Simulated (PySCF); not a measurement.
Mg(F)(NMe2) (C₂H₆FMgN), SMILES C[N](C)[Mg][F]. Heavy atoms are numbered as in [Mg:1]([F:2])[N:3]([CH3:4])[CH3:5]. Hydrogens are named by the atom that carries them.

The structure is a stationary point at B3LYP-D3(BJ)/def2-SVP. The structure was generated by enumeration; whether it is a known compound was not checked. One conformer was computed; it need not be the lowest.

The numbers are results of PBE0/def2-TZVP (PySCF), not measurements.

ESP charges are fitted to the potential on shells at 1.4 to 2.0 van der Waals radii. Atomic charges (e), one atom of each kind:

```tsv
atom	ESP fit	IAO	Löwdin
Mg1	1.15	…	0.63
F2	-0.65	-0.89	-0.38
N3	-0.36	…	-0.18
C4 (CH3)	-0.68	-0.30	-0.37
H on C4	0.21	…	0.11
```

Problem. Complete the blanks. (The exact figures need the calculation; the answer reports its results.)

Solution. 
- Mg1, IAO: 1.68
- N3, IAO: -0.87
- H on C4, IAO: 0.11
